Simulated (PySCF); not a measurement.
Compound: C₁₀H₁₈.
Numbering: `[CH3:1][C@@H:2]1[CH2:3][CH2:4][C@@H:5]2[CH2:6][CH2:7][CH2:8][C@H:9]2[CH2:10]1` (hydrogens: H11, H12, H13 on C1; H14 on C2; H15, H16 on C3; H17, H18 on C4; H19 on C5; H20, H21 on C6; H22, H23 on C7; H24, H25 on C8; H26 on C9; H27, H28 on C10)

Structure used (PBE0-D3(BJ)/def2-SVP), in Å, numbered top down from 1:
```
atom  x, y, z in Å
C1    -2.5062    0.5766    0.8424
C2    -1.9151   -0.1403   -0.3691
C3    -1.3798   -1.5363   -0.0106
C4    -0.0722   -1.5077    0.7839
C5     0.9620   -0.6886    0.0339
C6     2.3186   -0.4286    0.6806
C7     2.8751    0.8037   -0.0718
C8     1.6843    1.3981   -0.8609
C9     0.4553    0.7222   -0.2606
C10   -0.8299    0.6959   -1.0689
H11   -2.9083    1.5624    0.5608
H12   -3.3296   -0.0075    1.2821
H13   -1.7625    0.7417    1.6369
H14   -2.7383   -0.2830   -1.0906
H15   -1.2039   -2.0953   -0.9466
H16   -2.1525   -2.0973    0.5408
H17    0.2853   -2.5358    0.9597
H18   -0.2354   -1.0632    1.7821
H19    1.1340   -1.1763   -0.9474
H20    2.1713   -0.1957    1.7489
H21    2.9909   -1.2988    0.6353
H22    3.6957    0.5232   -0.7490
H23    3.2957    1.5378    0.6316
H24    1.6402    2.4965   -0.8082
H25    1.7574    1.1333   -1.9295
H26    0.2499    1.2007    0.7167
H27   -0.6136    0.2549   -2.0589
H28   -1.2034    1.7171   -1.2567
```

Method used: PBE0-D3(BJ)/def2-SVP geometry optimisation, gas phase in PySCF.

Take the most abundant isotopes and a rigid rotor. The values belong to one conformer with, in the numbering `[CH3:1][C@@H:2]1[CH2:3][CH2:4][C@@H:5]2[CH2:6][CH2:7][CH2:8][C@H:9]2[CH2:10]1`, C1–C2–C3–C4 -74°, C2–C3–C4–C5 -54°, C3–C4–C5–C6 175°, C4–C5–C6–C7 -160°.

Task: What are A, B and C (MHz)?

Result: Ia = 212.05, Ib = 506.25, Ic = 612.50 u·Å²; 505379 MHz·u·Å²/I gives A = 2383, B = 998.3, C = 825.1 MHz.

Task: What kind of rotor is it?

Result: An asymmetric top: κ = (2 × 998.3 − 2383 − 825.1)/(2383 − 825.1) = -0.78.

Task: Is it planar, by Δ = Ic − Ia − Ib?

Result: Not planar: Δ = Ic − Ia − Ib = -105.80 u·Å². For a rigid frame Δ = −2 Σ m c², so Σ m c² = 52.90 u·Å² lies off the ab plane: 24.19 from hydrogen and 28.71 from heavier atoms. The atom farthest from that plane is 1.88 Å away.

Task: Give the other two planar moments, Paa and Pbb, and the rms extents of the mass along the axes.

Result: Paa = Σ m a² = (Ib + Ic − Ia)/2 = 453.35 and Pbb = Σ m b² = (Ia + Ic − Ib)/2 = 159.15 u·Å². With the mass M = 138.14 u, the rms extents √(P/M) along a, b and c are 1.81, 1.07, 0.62 Å.

Task: List the rotational levels J(Ka,Kc) to J = 4 (K).

Result: Above 0(0,0), as E/k:
J = 1: 1(0,1) 0.088, 1(1,1) 0.154, 1(1,0) 0.162
J = 2: 2(0,2) 0.262, 2(1,2) 0.321, 2(1,1) 0.346, 2(2,1) 0.545, 2(2,0) 0.546
J = 3: 3(0,3) 0.521, 3(1,3) 0.570, 3(1,2) 0.620, 3(2,2) 0.808, 3(2,1) 0.811, 3(3,1) 1.161, 3(3,0) 1.161
J = 4: 4(0,4) 0.864, 4(1,4) 0.902, 4(1,3) 0.985, 4(2,3) 1.157, 4(2,2) 1.168, 4(3,2) 1.513, 4(3,1) 1.513, 4(4,1) 2.006, 4(4,0) 2.006
Those of J = 1 are B + C, A + C and A + B.

Task: Predict some low-J microwave lines.

Result: The dipole components are |μa| = 0.11 D, |μb| = 0.01 D, |μc| = 0.03 D. The squared components, which scale the intensities, stand as 1.00 : 0.01 : 0.10 (a : b : c). Some lines, for components of 0.1 D or more:

```tsv
type	branch	J(Ka,Kc)	MHz	lower level (cm⁻¹)
a	Q	2(1,1) ← 2(1,2)	520	0.223
a	Q	3(1,2) ← 3(1,3)	1038	0.396
a	R	1(0,1) ← 0(0,0)	1823	0.000
a	R	2(1,2) ← 1(1,1)	3474	0.107
a	R	2(0,2) ← 1(0,1)	3632	0.061
a	R	2(1,1) ← 1(1,0)	3820	0.113
a	R	3(1,3) ← 2(1,2)	5201	0.223
a	R	3(0,3) ← 2(0,2)	5410	0.182
a	R	3(2,2) ← 2(2,1)	5470	0.379
a	R	3(2,1) ← 2(2,0)	5530	0.379
a	R	3(1,2) ← 2(1,1)	5720	0.240
```

Task: Estimate the classical rotational partition function at 10 K, 50 K and 500 K.

Result: Point group C1, symmetry number σ = 1; q = (√π/σ)·√((kT/h)³/(ABC)), k/h = 20836.6 MHz/K: 3800 at 10 K, 42500 at 50 K, 1350000 at 500 K.

No frequency check. Zero-point vibration and centrifugal distortion are left out. A rigid rotor knows nothing of internal rotation, which can split or shift real lines.
